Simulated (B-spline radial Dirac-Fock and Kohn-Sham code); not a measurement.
**The free vanadium atom: differential elastic cross section for electrons at 45.3 keV**

The computed values come from a radial B-spline solver: relativistic (Dirac) partial waves in the static field of the Dirac-Fock atom with Furness-McCarthy exchange, without polarisation or absorption potentials.

```
θ (°)  dσ/dΩ (Å²/sr)  Sherman function
    5          0.441             0.000
   10         0.0414             0.000
   15         0.0101             0.000
   20        0.00351             0.000
   25        0.00153            -0.001
   30       0.000777            -0.002
   35       0.000438            -0.004
   40       0.000267            -0.006
   45       0.000173            -0.009
   50       0.000118            -0.012
   55       8.36e-05            -0.016
   60       6.12e-05            -0.019
   65       4.61e-05            -0.023
   70       3.55e-05            -0.027
   75       2.80e-05            -0.031
   80       2.25e-05            -0.034
   85       1.84e-05            -0.038
   90       1.52e-05            -0.041
   95       1.28e-05            -0.044
  100       1.09e-05            -0.046
  105       9.44e-06            -0.048
  110       8.25e-06            -0.050
  115       7.29e-06            -0.050
  120       6.51e-06            -0.050
  125       5.87e-06            -0.050
  130       5.35e-06            -0.048
  135       4.92e-06            -0.046
  140       4.57e-06            -0.043
  145       4.28e-06            -0.039
  150       4.05e-06            -0.035
  155       3.86e-06            -0.030
  160       3.71e-06            -0.025
  165       3.60e-06            -0.019
  170       3.53e-06            -0.013
  175       3.48e-06            -0.006
```

The total elastic cross section is 0.117 Å², the first transport cross section 0.000548 Å² and the second, weighted with (3/2) sin²θ, 0.00137 Å². The mean deflection is ⟨1 − cos θ⟩ = 0.00469, and 0.040 % of the collisions scatter beyond 90°.

Phase shifts modulo π (rad) for κ = −1 to −5: -1.554, 1.172, 0.963, 0.828, 0.730.
